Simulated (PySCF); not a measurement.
# Solvent effects on NMR parameters

Numbering as in the mapped SMILES `[CH3:1][SiH2:2][C:3]#[N:4]`. Each H is labelled by its parent atom.

GIAO PBE0/pcSseg-1 in PySCF 2.14 on one PBE0-D3(BJ)/def2-SVP conformer, non-relativistic, equivalent nuclei averaged. Solvents enter as an IEF-PCM continuum (cyclohexane with ε = 2.0, methanol with ε = 32.6) around the gas-phase geometry. Shifts are referred to TMS computed in the same medium.

Gas phase, δ in ppm: C3 125.4, C1 -7.6, Si2 -66.6, H(Si2) 4.29, H(C1) 0.46. Dipole moment 3.97 D.

Task: How does each δ change in the continuum?

Result: 
```
 atoms                               environment  Δδ, cyclohexane  Δδ, methanol
    C3                            nitrile carbon             +3.2          +7.8
    C1                methyl carbon bonded to Si             -0.1           0.0
   Si2                silicon bonded to 2 C, 2 H             +1.0          +2.1
H(Si2)       hydrogen on a silicon bonded to 2 C            +0.02         +0.06
 H(C1)  hydrogen on a methyl carbon bonded to Si            +0.07         +0.16
```

Changes are relative to the gas phase. The dipole moment becomes 4.40 D in cyclohexane, 5.00 D in methanol.

Task: Which nuclei move most (in ppm), and what does the model miss?

Result: C3 (nitrile carbon, +7.8 ppm) in methanol. A continuum only polarises the solute; specific hydrogen bonds, the anisotropy of aromatic solvents and changes of geometry or conformer are outside it.
